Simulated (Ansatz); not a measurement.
Input for Ansatz (a program for electronic structure): R-wB97M-V/def2-TZVPP on F3Y (SMILES [F][Y]([F])[F]), atoms moved off the minimum. Elements past Kr take the def2 small-core potentials; no spin–orbit coupling.

Ansatz 0.2 input:
```yaml
crystal:
  periodic: [false, false, false]
  atoms:
    - {symbol: Y, position_ang: [-0.02345489, -0.03342768, -0.04950848]}
    - {symbol: F, position_ang: [-1.77423611, -0.99408561, 0.08095290]}
    - {symbol: F, position_ang: [-0.00855574, 1.84225793, -0.76615408]}
    - {symbol: F, position_ang: [1.66099885, -0.78028504, 0.70414356]}
basis:
  gaussian:
    orbitals: def2-TZVPP
hamiltonian:
  xc: {name: wB97M-V}
scf: {lower_state_search: off}
output: {forces: true}
```

Task: Predict the final total energy.

Result: -338.1142 hartree.

Task: How many basis functions does it have, and what does it roughly cost on one machine?

Result: 149 functions; roughly 11 core-seconds.
